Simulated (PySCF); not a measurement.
Polarisability and C₆ of Ba (barium, neutral)

[Xe] 5d1 6s1, high-spin 3D determinant (an excited configuration). Computed with PySCF 2.14 in aug-cc-pVDZ-X2C (8s7p5d, 54 functions), with the spin-free X2C one-electron Hamiltonian (Gaussian nucleus). Coupled (time-dependent) response in atomic units; α is the mean over directions. A double-zeta set is small for polarisabilities.

```tsv
method	mean α (bohr³)	α xx, yy, zz	C₆ (like pair)	S(−4)
UHF	10890	16160, 16160, 342.8	68450	24360000000
PBE	302.9	339.1, 339.1, 230.6	4026	186700
PBE0	337.8	379.5, 379.5, 254.4	4707	244800
B3LYP	308.0	349.5, 349.5, 224.9	3984	245400
```

S(−4) is the Cauchy moment in α(ω) = α(0) + S(−4) ω² + …

Spin-orbit coupling is absent.

α(iu) at B3LYP:

```json
{"u (hartree)": "0", "α(iu) (bohr³)": "308.0"}
{"u (hartree)": "0.0500", "α(iu) (bohr³)": "165.8"}
{"u (hartree)": "0.100", "α(iu) (bohr³)": "87.25"}
{"u (hartree)": "0.200", "α(iu) (bohr³)": "35.88"}
{"u (hartree)": "0.300", "α(iu) (bohr³)": "21.58"}
{"u (hartree)": "0.500", "α(iu) (bohr³)": "12.10"}
{"u (hartree)": "0.750", "α(iu) (bohr³)": "7.565"}
{"u (hartree)": "1.00", "α(iu) (bohr³)": "5.180"}
{"u (hartree)": "1.50", "α(iu) (bohr³)": "2.793"}
{"u (hartree)": "2.00", "α(iu) (bohr³)": "1.710"}
{"u (hartree)": "3.00", "α(iu) (bohr³)": "0.8147"}
{"u (hartree)": "5.00", "α(iu) (bohr³)": "0.3057"}
```

A single London oscillator, α(iu) = α/(1 + u²/ω²), gives C₆ = (3/4) ω α². Matching the computed C₆ needs ω = 4 × 3984 / (3 × 308.0²) = 0.0560 hartree.

The components differ because the open shell of this determinant is not spherical; for a pure term their mean is the scalar polarisability.

Spin-orbit coupling, absent here, splits the open shell strongly.
